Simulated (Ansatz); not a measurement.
A run for Ansatz (a program for electronic structure): R-CCSD(T)/cc-pVTZ on C3H7B (SMILES BCC=C), a point of a torsion scan.

Ansatz 0.2 input:
```yaml
crystal:
  periodic: [false, false, false]
  atoms:
    - {symbol: B, position_ang: [-1.48038916, 0.90213210, 0.65512133]}
    - {symbol: C, position_ang: [-0.67300217, 0.05185400, -0.38444951]}
    - {symbol: C, position_ang: [0.51223144, -0.71430160, 0.11514920]}
    - {symbol: C, position_ang: [0.93646512, -1.85189659, -0.40376330]}
    - {symbol: H, position_ang: [-1.02440400, 1.17093289, 1.69744981]}
    - {symbol: H, position_ang: [-2.53511883, 1.31288297, 0.36048066]}
    - {symbol: H, position_ang: [-0.29215099, 0.82163630, -1.07531300]}
    - {symbol: H, position_ang: [-1.29493593, -0.59460313, -1.00778213]}
    - {symbol: H, position_ang: [1.05445941, -0.25794890, 0.93281857]}
    - {symbol: H, position_ang: [0.42215853, -2.32991149, -1.22252178]}
    - {symbol: H, position_ang: [1.80160120, -2.36806162, -0.02312627]}
basis:
  gaussian:
    orbitals: cc-pVTZ
magnetization: {spin_polarized: false}
correlation: {method: ccsd_t, electrons: outside_noble_gas}
scf: {lower_state_search: off}
```

It printed:

```
WARN ansatz: RAYON_NUM_THREADS=1 ignored (pool sized by the plan → 1); use --threads N
Functional definition: HF
these checks for a lower state are left out or cut short: stability, starts, cluster_reference, orbital_swaps, neighbouring_geometries, increment
integrals: 1.05 GiB planned
1225 factors; integrals over basis functions are off by at most 6.7e-4 eV
mean field: 0.54 GiB planned
mean field evaluation 1: about -3871.0711 eV, gradient 3.1e1 eV
mean field evaluation 2: about -3871.0718 eV, gradient 3.1e1 eV
mean field evaluation 4: about -3873.9769 eV, gradient 3.3e0 eV
mean field evaluation 8: about -3874.0171 eV, gradient 2.4e-4 eV
mean field -3874.01706190 eV, -142.3675011216 hartree, gradient 2.1e-6 eV, S^2 0.000000; 0 other end points of the search recorded, 0 dependent functions left out
4 core orbitals not correlated
reference -3874.01706190 eV, -142.3675011216 hartree; 11, 11 occupied and 203, 203 virtual orbitals, 1225 factors
second order -16.34892980 eV of doubles, -0.00000000 eV of singles
coupled cluster: 1.44 GiB planned
cycle   1  -17.05171992 eV  change   -7.0e-1 eV  update   8.4e-2
cycle   2  -17.50321301 eV  change   -4.5e-1 eV  update   2.6e-2
cycle   3  -17.57370102 eV  change   -7.0e-2 eV  update   1.1e-2
cycle   4  -17.57008030 eV  change    3.6e-3 eV  update   3.0e-3
cycle   5  -17.57052523 eV  change   -4.4e-4 eV  update   1.1e-3
cycle   6  -17.57054256 eV  change   -1.7e-5 eV  update   3.1e-4
cycle   7  -17.57048111 eV  change    6.1e-5 eV  update   1.3e-4
cycle   8  -17.57048932 eV  change   -8.2e-6 eV  update   5.1e-5
cycle   9  -17.57048954 eV  change   -2.2e-7 eV  update   2.0e-5
perturbative correction -0.71940325 eV, -0.0264375819 hartree
Total energy: -3892.30695469 eV, -143.0396422843 hartree
Checks for a lower state left out: stability, starts, cluster_reference, orbital_swaps, neighbouring_geometries, increment
```

Self-consistency was reached.

Cost: about 4 core-minutes (a rough figure).
